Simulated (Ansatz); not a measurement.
Computed with frozen-core CCSD(T)/cc-pVDZ // PBE-D3(BJ)/def2-SVP (Ansatz, an electronic-structure program).

Ansatz 0.2 input:
```yaml
crystal:
  periodic: [false, false, false]
  atoms:
    - { symbol: O, position_ang: [-3.847728, -0.266774, -0.301198] }
    - { symbol: C, position_ang: [-3.091299, 0.511102, 0.244509] }
    - { symbol: C, position_ang: [-1.624599, 0.252807, 0.523673] }
    - { symbol: C, position_ang: [-1.152522, -1.117388, 0.03217] }
    - { symbol: C, position_ang: [0.334877, -1.34183, 0.333857] }
    - { symbol: C, position_ang: [1.217382, -0.212396, -0.236808] }
    - { symbol: Si, position_ang: [3.063986, -0.491344, 0.133979] }
    - { symbol: C, position_ang: [0.731978, 1.165263, 0.257781] }
    - { symbol: C, position_ang: [-0.754904, 1.392894, -0.048426] }
    - { symbol: H, position_ang: [-3.453001, 1.531409, 0.588451] }
    - { symbol: H, position_ang: [-1.526741, 0.302587, 1.637608] }
    - { symbol: H, position_ang: [-1.775962, -1.916153, 0.483223] }
    - { symbol: H, position_ang: [-1.330116, -1.178791, -1.063756] }
    - { symbol: H, position_ang: [0.657136, -2.326088, -0.066625] }
    - { symbol: H, position_ang: [0.479402, -1.395536, 1.437537] }
    - { symbol: H, position_ang: [1.124199, -0.230962, -1.348737] }
    - { symbol: H, position_ang: [3.897779, 0.599333, -0.486553] }
    - { symbol: H, position_ang: [3.298838, -0.481773, 1.623276] }
    - { symbol: H, position_ang: [3.517002, -1.819494, -0.413128] }
    - { symbol: H, position_ang: [0.888083, 1.236006, 1.358649] }
    - { symbol: H, position_ang: [1.337145, 1.978941, -0.195078] }
    - { symbol: H, position_ang: [-0.901235, 1.435181, -1.150977] }
    - { symbol: H, position_ang: [-1.08969, 2.373011, 0.354045] }
basis:
  gaussian: { orbitals: cc-pVDZ }
correlation:
  method: ccsd_t
```

Output:

```
Functional definition: HF
1831 factors; integrals over basis functions are off by at most 1.3e-3 eV
mean field evaluation 1: about -17328.3231 eV, gradient 4.6e1 eV
mean field evaluation 2: about -17328.6694 eV, gradient 4.6e1 eV
mean field evaluation 4: about -17334.5833 eV, gradient 6.9e0 eV
mean field evaluation 8: about -17334.7406 eV, gradient 5.3e-1 eV
mean field evaluation 16: about -17332.7732 eV, gradient 2.8e1 eV
mean field -17334.74279046 eV, -637.0400476388 hartree, gradient 9.2e-6 eV, S^2 0.000000; 0 other end points of the search recorded, 0 dependent functions left out
13 core orbitals not correlated
reference -17334.74279046 eV, -637.0400476388 hartree; 26, 26 occupied and 161, 161 virtual orbitals, 1831 factors
second order -34.43356672 eV of doubles, -0.00000000 eV of singles
cycle   1  -35.84428302 eV  change    -1.4e0 eV  update   1.4e-1
cycle   2  -36.85095164 eV  change    -1.0e0 eV  update   4.2e-2
cycle   3  -37.08994453 eV  change   -2.4e-1 eV  update   2.2e-2
cycle   4  -37.08698668 eV  change    3.0e-3 eV  update   5.3e-3
cycle   5  -37.08781785 eV  change   -8.3e-4 eV  update   2.2e-3
cycle   6  -37.08826223 eV  change   -4.4e-4 eV  update   6.5e-4
cycle   7  -37.08778541 eV  change    4.8e-4 eV  update   2.5e-4
cycle   8  -37.08768968 eV  change    9.6e-5 eV  update   8.5e-5
cycle   9  -37.08771587 eV  change   -2.6e-5 eV  update   3.8e-5
perturbative correction -1.25652575 eV, -0.0461764698 hartree
Total energy: -17373.08703209 eV, -638.4491725278 hartree
```

Cost: about 9 core-minutes (a rough figure).
